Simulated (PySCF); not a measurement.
## Field gradients at the hydrogen positions

C5H11FSi.
Geometry (GFN2-xTB, Å), atoms numbered from 1 in this order:
```xyz
18
C5H11FSi angstrom
C      2.7602    0.8193    0.6797
C      2.0685    0.1695   -0.2387
F      1.9302    0.7336   -1.4690
C      1.3534   -1.1199   -0.1170
Si    -0.5235   -0.8592    0.2007
C     -1.2434    0.3290   -1.0946
C     -2.7421    0.5537   -0.9248
H      3.2167    1.7693    0.4694
H      2.8886    0.4059    1.6615
H      1.4895   -1.6854   -1.0388
H      1.7811   -1.6954    0.7001
H     -0.6769   -0.3030    1.5515
H     -1.1611   -2.1805    0.1222
H     -1.0538   -0.0514   -2.1005
H     -0.7332    1.2926   -1.0356
H     -3.2847   -0.3832   -1.0265
H     -3.1178    1.2479   -1.6745
H     -2.9606    0.9635    0.0585
```

Level: PBE0/pcSseg-1 (PySCF, non-relativistic); Q(2H) = 0.00286 b; rigid geometry, the same for H and D, with no vibrational averaging.

Problem. Rank these positions by the coupling χzz of a deuteron there, largest first.
A. H9 (vinylic hydrogen)
B. H16 (methyl hydrogen)
C. H12 (Si–H hydrogen)
D. H15 (methylene hydrogen)

Solution. A (233 kHz), B (212 kHz), D (207 kHz), C (107 kHz).

Problem. Give the electric field gradient Vzz (the principal value of largest size), its asymmetry and the 2H coupling at each hydrogen.

Solution. 
```csv
atom,bonded to,bond length (Å),Vzz (au),η,χzz (kHz)
H8,C1,1.075,0.3438,0.07,231
H9,C1,1.073,0.3468,0.08,233
H10,C4,1.090,0.3121,0.04,210
H11,C4,1.087,0.3175,0.05,213
H12,Si5,1.469,0.1590,0.02,107
H13,Si5,1.469,0.1587,0.01,107
H14,C6,1.092,0.3104,0.02,209
H15,C6,1.092,0.3087,0.02,207
H16,C7,1.087,0.3148,0.02,212
H17,C7,1.089,0.3140,0.02,211
H18,C7,1.088,0.3144,0.02,211
```

Problem. Average by the element that carries the hydrogen.

Solution. on C: 215 kHz over 9 positions, mean bond length 1.086 Å; on Si: 107 kHz over 2 positions, mean bond length 1.469 Å.

Problem. How does χzz go with the bond length over the 9 C–H bonds?

Solution. A straight-line fit has a slope of -13.7 kHz for each 0.01 Å, with a correlation coefficient of -0.99, over lengths from 1.073 to 1.092 Å. The longer bonds have the smaller couplings here.

The structure is a single GFN2-xTB conformer in the gas phase; no vibrational or solvent corrections. GFN2-xTB bond lengths can be off by several hundredths of an ångström, more for odd bonds, and the gradients follow them. With a basis this small, the couplings can be 20 % off.
